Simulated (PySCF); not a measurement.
CH₇O₂PSi.
Numbering: `[CH3:1][O:2][Si@@H:3]([OH:4])[PH2:5]` (hydrogens: H6, H7, H8 on C1; H9 on Si3; H10 on O4; H11, H12 on P5)

All values: CAM-B3LYP/def2-SVPD (PySCF, non-relativistic), on one gas-phase PBE0-D3(BJ)/def2-SVP geometry that isn't relaxed in the solvent. The solvent is an IEF-PCM continuum (cavity from Bondi-type radii × 1.2). Specific hydrogen bonds and non-electrostatic terms are outside this model.

Gas phase at CAM-B3LYP/def2-SVPD: HOMO -8.78 eV, LUMO 0.69 eV, dipole 2.74 D.

**Question.** What does the continuum do to the energy, the frontier levels and the dipole at CAM-B3LYP/def2-SVPD in methanol?

**Answer.** 
```json
{"solvent": "methanol", "ε": "32.61", "E(solvent) − E(gas) (kcal/mol)": "-6.00", "polarisation term (kcal/mol)": "-7.24", "distortion of the solute (kcal/mol)": "1.24", "HOMO (eV)": "-8.82", "LUMO (eV)": "0.95", "dipole (D)": "3.79"}
```

Polarisation term: ½ Σ q·V over the induced surface charges. Distortion: the rise of the solute's own energy as its density leaves the gas-phase optimum. The atom shares or the degeneracy of the LUMO differ from the gas phase in methanol, so that column needn't follow one orbital.

**Question.** Which radius a makes the point-dipole formula ΔE = −[(ε − 1)/(2ε + 1)]·μ²/a³ give the value in methanol, with the gas-phase dipole?

**Answer.** μ = 1.080 au and |ΔE| = 0.00957 Eh give a = 2.05 Å; the farthest nucleus lies 3.30 Å from the centroid of the nuclei, so such a sphere wouldn't even hold the nuclei. The formula assumes a rigid point dipole at the centre of a sphere.

**Question.** How does the static polarisability (CAM-B3LYP/def2-SVPD, frozen core, with the continuum's full static response) change?

**Answer.** 
| medium | isotropic (au) | principal values (au) | ⟨r²⟩ of the electrons (bohr²) |
| --- | --- | --- | --- |
| gas | 74.2 | 64.8, 69.1, 88.5 | 826.3 |
| methanol | 100.4 | 92.0, 94.3, 115.0 | 825.4 |

The isotropic value in methanol is 1.35 times the gas-phase one; no cavity-field correction is applied. ⟨r²⟩ is taken about the centre of nuclear charge.

The values belong to the conformer `[CH3:1][O:2][Si@@H:3]([OH:4])[PH2:5]`: C1–O2–Si3–O4 65°, H–O4–Si3–O2 -98°, H–P5–Si3–O2 163°, H–P5–Si3–O2 69°.
